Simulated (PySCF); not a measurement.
Method: B3LYP-D3(BJ)/def2-TZVP // BP86-D3(BJ)/def2-SVP (PySCF). Isolated molecules, 0 K electronic values unless said otherwise. B3LYP has the VWN-RPA correlation part, as in Gaussian. 

Reference species: [Zn(F)(H)] (neutral, multiplicity 1).

```
Property                                                        Result
------------------------------------------------------------  --------
mean distance from the central atom to its bonded neighbours   1.630 Å
charge on the central atom (Mulliken)                           0.50 e
coordination number                                                  2
HOMO                                                          -9.54 eV
```

Changed species: [Zn(F)2] (0 of 2 F replaced by H; the reference has 1 of 2 F replaced by H).

**Question.** Predict the effect on the mean distance from the central atom to its bonded neighbours, charge on the central atom (Mulliken), coordination number and HOMO.

**Answer.** the mean distance from the central atom to its bonded neighbours rises by 0.107 Å, to 1.737 Å; the charge on the central atom (Mulliken) rises by 0.44 e, to 0.94 e; the coordination number hardly moves; the HOMO falls by 0.75 eV, to -10.29 eV.
